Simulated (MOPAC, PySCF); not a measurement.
C2H6BN, SMILES `B/C=C/N`, neutral singlet in the gas phase. 

Cartesian coordinates (Å):
SMILES: B/C=C/N
```xyz
10

B      1.8974     0.0182     0.0322
C      0.4903     0.3932    -0.3268
C     -0.5615    -0.2791     0.2209
N     -1.8716    -0.0535    -0.0070
H      2.0854    -0.8784     0.8051
H      2.8415     0.5867    -0.4294
H      0.2556     1.1980    -1.0221
H     -0.3677    -1.0878     0.9185
H     -2.1655     0.6724    -0.6375
H     -2.5831    -0.6000     0.4409
```
Charge 0, multiplicity 1.

All levels are single points at this geometry (B3LYP-D3(BJ)/def2-TZVP); Pople sets use spherical d functions. Orbital energies aren't observables, and empty levels follow the basis.

```
level                            HOMO (eV)  LUMO (eV)  gap (eV)  dipole (D)  vertical IE, Delta-SCF (eV)
-------------------------------  ---------  ---------  --------  ----------  ---------------------------
B3LYP-D3(BJ)/def2-TZVP in PySCF      -6.41      -1.11      5.30        4.68                         8.74
PBE-D3(BJ)/def2-TZVP in PySCF        -5.63      -1.83      3.79        4.91                         8.78
B3LYP/3-21G in PySCF                 -6.01      -0.63      5.38        5.07                            –
B3LYP/6-311+G** in PySCF             -6.44      -1.18      5.26        4.57                            –
BP86/6-31G* in PySCF                 -5.34      -1.47      3.86        4.98                            –
M06-2X/6-31G* in PySCF               -7.36       0.44      7.80        4.51                            –
PBE/6-31G* in PySCF                  -5.24      -1.39      3.85        4.99                         8.53
SVWN5/6-31G* in PySCF                -5.40      -1.60      3.80        5.06                         8.80
HF/3-21G in PySCF                    -8.65       3.15     11.79        4.46                            –
HF/STO-3G in PySCF                   -6.77       6.43     13.21        3.72                            –
AM1 in MOPAC                         -8.80       0.90      9.70        3.47                            –
PM3 in MOPAC                         -8.99       0.04      9.03        5.07                            –
PM6 in MOPAC                         -8.82       0.10      8.92        4.19                            –
```
